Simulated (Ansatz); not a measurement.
Compare A (`OC[SiH2]CCl`) with its isomer B (`CCO[SiH2]Cl`).

Gas-phase electronic energies from Ansatz, PBE0-D4/def2-TZVP geometries. CBS: MP2 limit from def2 TZ/QZ plus the TZ coupled-cluster correction, frozen cores. Functionals use def2-TZVPP. One conformer a species, not always the lowest.

(1) Which isomer does CCSD(T)/CBS put lower? Give the gap. (An estimate is asked.)

(2) Give E(B) − E(A) in kJ/mol with r2SCAN-D4, ωB97M-V, BLYP-D4, MP2/def2-TZVPP, B2PLYP, LDA (SPW92), CCSD(T)/def2-SVP. (Estimate.)

(3) Does the order hold for the free energy at 298.15 K (harmonic terms from PBE0-D4)? (Best estimate.)

Largest T1 diagnostic: 0.010.

## Answers

(1) Computed: B, by 263.1 kJ/mol.

(2) Computed: r2SCAN-D4 -262.0, ωB97M-V -260.3, BLYP-D4 -249.8, MP2/def2-TZVPP -271.0, B2PLYP -267.9, LDA (SPW92) -243.0, CCSD(T)/def2-SVP -262.7. None reverses the order clearly.

(3) Computed: Yes: G(B) − G(A) = -259.0 kJ/mol, for one conformer each. Modes under 60 cm⁻¹, often nearly free rotors, make the harmonic entropy too high.

From PBE to PBE0 (25 % exact exchange), in def2-TZVPP and without D4, E(B) − E(A) moves by −11.2 kJ/mol. Leaving LDA and LC-ωPBE aside and taking each functional with its dispersion term where it has one, the values, not all of them listed here, spread over 35.6 kJ/mol, from BHLYP-D4 to revPBE-D4.
